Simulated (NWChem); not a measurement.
# C₂H₄BFO; SMILES CB(F)C=O

```xyz
9

C     -1.4664     0.7733    -0.0044
B      0.0595     0.4927     0.0028
F      0.9492     1.4780     0.0271
C      0.6703    -1.0013    -0.0483
O     -0.0382    -1.9779     0.0447
H     -2.0428    -0.1214     0.2684
H     -1.7557     1.0481    -1.0362
H     -1.7424     1.6259     0.6344
H      1.7830    -1.1274    -0.1664
```
Atoms are numbered in this order, from 1.

Results from NWChem. Pople sets run with spherical d functions. Medium grid unless said otherwise, to which SCAN and Minnesota functionals are sensitive. The geometry was optimised at PBE0/def2-SVP. Hybrids' shares of exact exchange are those that their runs print; pure functionals count as 0. The functionals differ in more than this share.

```csv
row,share of exact exchange,highest occupied level (eV)
PBE/6-31G*,0.00,-5.26
RPBE/6-31G*,0.00,-5.21
B3LYP/6-31G*,0.20,-6.68
M06/6-31G*,0.27,-7.03
M05-2X/6-31G*,0.56,-8.60
Hartree-Fock/6-31G*,1.00,withheld
```

Question: Fit a straight line of the last column on the one before it, predict the withheld value, and compare with the run.

Answer: 
1. Means of the 5 shown rows: x = 0.206, y = -6.556. Slope Σ(x − x̄)(y − ȳ)/Σ(x − x̄)² = -1.297/0.2143 = -6.054; intercept -5.309.
2. The shown rows scatter about the line by 0.105 (root mean square); the largest residual is -0.16, at B3LYP/6-31G*.
3. At x = 1.00 (Hartree-Fock/6-31G*; beyond the shown range) the line gives -11.36.
4. The run gives -11.11, +0.25 from the line, 2.4 times the scatter.
